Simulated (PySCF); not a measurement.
C₁₀H₁₁N, SMILES CC(C)c1cccc(C#N)c1, GFN2-xTB optimised geometry.

```
22

C     -1.87    -2.28     1.26
C     -2.18    -1.47     0.00
C     -1.88    -2.28    -1.26
C     -1.40    -0.17     0.00
C     -2.07     1.05     0.00
C     -1.37     2.25     0.00
C      0.01     2.25     0.00
C      0.69     1.03     0.00
C      2.10     1.01     0.00
N      3.25     0.98     0.00
C     -0.02    -0.17     0.00
H     -2.49    -3.18     1.28
H     -2.08    -1.70     2.15
H     -0.83    -2.58     1.28
H     -3.25    -1.22     0.00
H     -0.83    -2.58    -1.29
H     -2.49    -3.18    -1.28
H     -2.10    -1.69    -2.15
H     -3.15     1.06     0.00
H     -1.91     3.18     0.00
H      0.57     3.17     0.00
H      0.53    -1.10     0.00
```

Density from PBE/def2-SVP (PySCF) at that geometry.

Minimum of the electron density along straight lines between bonded atoms, close to the bond critical point (lines longer than 1.1 times the sum of covalent radii, or with two minima, are not listed):

```
bond     length / Å  ρ at the minimum / e bohr⁻³  ∇²ρ there / e bohr⁻⁵  position (fraction from the first atom)
-------  ----------  ---------------------------  --------------------  ---------------------------------------
C1–C2         1.530                        0.239                 -0.51                                     0.50
C2–C3         1.530                        0.239                 -0.51                                     0.50
C2–C4         1.509                        0.251                 -0.56                                     0.49
C4–C5         1.391                        0.306                 -0.75                                     0.50
C5–C6         1.386                        0.309                 -0.76                                     0.50
C6–C7         1.381                        0.311                 -0.77                                     0.50
C7–C8         1.395                        0.302                 -0.73                                     0.49
C8–C9         1.414                        0.284                 -0.71                                     0.47
C9–N10        1.147                        0.474                  0.40                                     0.34
C4–C11        1.387                        0.308                 -0.75                                     0.50
C8–C11        1.393                        0.303                 -0.73                                     0.51
C1–H12        1.088                        0.274                 -0.99                                     0.63
C1–H13        1.088                        0.275                 -1.00                                     0.63
C1–H14        1.087                        0.274                 -0.99                                     0.63
C2–H15        1.096                        0.274                 -0.97                                     0.62
C3–H16        1.087                        0.274                 -0.99                                     0.63
C3–H17        1.088                        0.274                 -0.99                                     0.63
C3–H18        1.088                        0.275                 -1.00                                     0.63
C5–H19        1.081                        0.281                 -1.05                                     0.63
C6–H20        1.080                        0.282                 -1.06                                     0.63
C7–H21        1.080                        0.283                 -1.07                                     0.64
C11–H22       1.080                        0.282                 -1.07                                     0.64
```
